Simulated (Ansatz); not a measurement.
Cost and result for the atomization energy of C$_{2}$H$_{3}$BO$_{2}$, SMILES `B1OC=CO1` (8 atoms, 8 bonds).

The species carries charge 0 and has multiplicity 1. The geometry is a stationary point of PBE0-D4/def2-TZVP. Program: Ansatz. All runs use 2 threads of an Arm Neoverse V1 on a shared host. Times are those of one run each, without the atoms' runs, and a repeat can differ threefold. Electronic energies, without spin–orbit coupling; frozen cores. CCSD(T)/CBS adds CCSD(T) − MP2 in def2-TZVPP to the MP2 limit, and its time is that of the two runs behind it. T1 = 0.016. B3LYP takes the VWN-RPA correlation (the form of Gaussian; ORCA's B3LYP/G). HSE06 is the plane-wave form, built on full-range PBE exchange.

CCSD(T)/CBS is a level of theory with its own doubt, some kJ/mol a heavy atom from the limit and from the frozen cores, so smaller differences don't rank the functionals.

| level | functions | wall time |
| --- | --- | --- |
| LDA (SPW92)/def2-TZVPP | 197 | 1.3 s |
| revPBE-D4/def2-TZVPP | 197 | 2.1 s |
| BHLYP-D4/def2-TZVPP | 197 | 2.7 s |
| PBE0-D4/def2-TZVPP | 197 | 3 s |
| CAM-B3LYP-D4/def2-TZVPP | 197 | 3.1 s |
| HSE06-D4/def2-TZVPP | 197 | 3.2 s |
| CCSD(T)/def2-SVP | 85 | 3.6 s |
| B3LYP-D4/def2-TZVPP (with forces) | 197 | 4.6 s |
| r2SCAN-D4/def2-TZVPP (with forces) | 197 | 4.8 s |
| B97M-V/def2-TZVPP | 197 | 9.5 s |
| MP2/def2-QZVPP | 375 | 21 s |
| CCSD(T)/def2-TZVPP | 197 | 80 s |
| CCSD(T)/CBS(def2) | – | 100 s |

(1) What atomization energy does each give, and how far from CCSD(T)/CBS? (Estimate.)

Results:

(1) The calculation gave: 
```json
{"level": "LDA (SPW92)/def2-TZVPP", "atomization (kcal/mol)": "1040.5", "difference from CCSD(T)/CBS": "157.9", "per bond": "19.7"}
{"level": "revPBE-D4/def2-TZVPP", "atomization (kcal/mol)": "889.7", "difference from CCSD(T)/CBS": "7.1", "per bond": "0.9"}
{"level": "BHLYP-D4/def2-TZVPP", "atomization (kcal/mol)": "848.0", "difference from CCSD(T)/CBS": "-34.6", "per bond": "-4.3"}
{"level": "PBE0-D4/def2-TZVPP", "atomization (kcal/mol)": "893.1", "difference from CCSD(T)/CBS": "10.5", "per bond": "1.3"}
{"level": "CAM-B3LYP-D4/def2-TZVPP", "atomization (kcal/mol)": "891.1", "difference from CCSD(T)/CBS": "8.5", "per bond": "1.1"}
{"level": "HSE06-D4/def2-TZVPP", "atomization (kcal/mol)": "894.1", "difference from CCSD(T)/CBS": "11.5", "per bond": "1.4"}
{"level": "CCSD(T)/def2-SVP", "atomization (kcal/mol)": "847.2", "difference from CCSD(T)/CBS": "-35.4", "per bond": "-4.4"}
{"level": "B3LYP-D4/def2-TZVPP (with forces)", "atomization (kcal/mol)": "884.5", "difference from CCSD(T)/CBS": "1.9", "per bond": "0.2"}
{"level": "r2SCAN-D4/def2-TZVPP (with forces)", "atomization (kcal/mol)": "892.8", "difference from CCSD(T)/CBS": "10.2", "per bond": "1.3"}
{"level": "B97M-V/def2-TZVPP", "atomization (kcal/mol)": "887.2", "difference from CCSD(T)/CBS": "4.6", "per bond": "0.6"}
{"level": "MP2/def2-QZVPP", "atomization (kcal/mol)": "904.4", "difference from CCSD(T)/CBS": "21.8", "per bond": "2.7"}
{"level": "CCSD(T)/def2-TZVPP", "atomization (kcal/mol)": "859.6", "difference from CCSD(T)/CBS": "-23.0", "per bond": "-2.9"}
{"level": "CCSD(T)/CBS(def2)", "atomization (kcal/mol)": "882.6", "difference from CCSD(T)/CBS": "0.0", "per bond": "0.0"}
```

From PBE to PBE0 (25 % exact exchange), in def2-TZVPP and without D4, the atomization energy moves by −25.5 kcal/mol: exact exchange takes away binding that semilocal exchange gives to molecules. At CCSD(T), def2-SVP lies −35.4 kcal/mol from the extrapolated value and def2-TZVPP −23.0 kcal/mol: correlation converges slowly with the basis, and small sets miss more of it in the bonded molecule than in its fragments. Leaving LDA and LC-ωPBE aside and taking each functional with its dispersion term where it has one, the values, not all of them listed here, spread over 71.2 kcal/mol, from BHLYP-D4 to PBE-D4. LDA lies +124.7 kcal/mol from PBE without D4, its usual overbinding.
